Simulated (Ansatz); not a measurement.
Cost and result up the ladder for W(NH)2(OH)2 (WN2O2H4) (9 atoms). Total charge 0; singlet. Geometry: PBE-D4/def2-SVP.

Cartesian coordinates in Å:
```
W 0.028 0.109 -0.071
N 0.468 -0.096 1.629
H 0.514 -0.564 2.538
N -0.830 -1.297 -0.715
H -1.242 -2.234 -0.701
O 1.641 0.301 -1.101
H 2.474 0.535 -0.653
O -1.137 1.635 -0.171
H -1.916 1.611 -0.756
```

Ansatz on 4 threads of Arm Neoverse V1 on a shared host. Times are rough, and most runs start from the orbitals of an earlier one. ωB97X-V/def2-TZVP serves as the yardstick here, not as an exact answer. Binding counts from free atoms at the same level (W quintet, N quartet, H doublet, O triplet; other spins of the atoms weren't run), without zero-point energy or a counterpoise term.

In the def2 sets W takes a core potential; there is no spin–orbit coupling. Correlated methods freeze 4 core orbitals; core or outer-core shells of W are correlated, in sets that lack core-valence functions.

Correlated methods converge slowly with the basis.

```json
{"level": "LDA (SPW92)/def2-TZVP", "functions": "188", "wall time": "1 s", "binding energy per atom (eV)": "5.03", "difference from ωB97X-V/def2-TZVP (eV)": "0.82", "remarks": "–"}
{"level": "BLYP-D4/def2-TZVP", "functions": "188", "wall time": "1.6 s", "binding energy per atom (eV)": "4.35", "difference from ωB97X-V/def2-TZVP (eV)": "0.14", "remarks": "–"}
{"level": "CAM-B3LYP-D4/def2-TZVP", "functions": "188", "wall time": "2.5 s", "binding energy per atom (eV)": "4.20", "difference from ωB97X-V/def2-TZVP (eV)": "-0.01", "remarks": "–"}
{"level": "ωB97X-V/def2-TZVP (with forces)", "functions": "188", "wall time": "8.5 s", "binding energy per atom (eV)": "4.21", "difference from ωB97X-V/def2-TZVP (eV)": "0.00", "remarks": "–"}
{"level": "CCSD(T)/def2-TZVP", "functions": "188", "wall time": "98 s", "binding energy per atom (eV)": "4.06", "difference from ωB97X-V/def2-TZVP (eV)": "-0.15", "remarks": "test for broken spin undecided"}
```
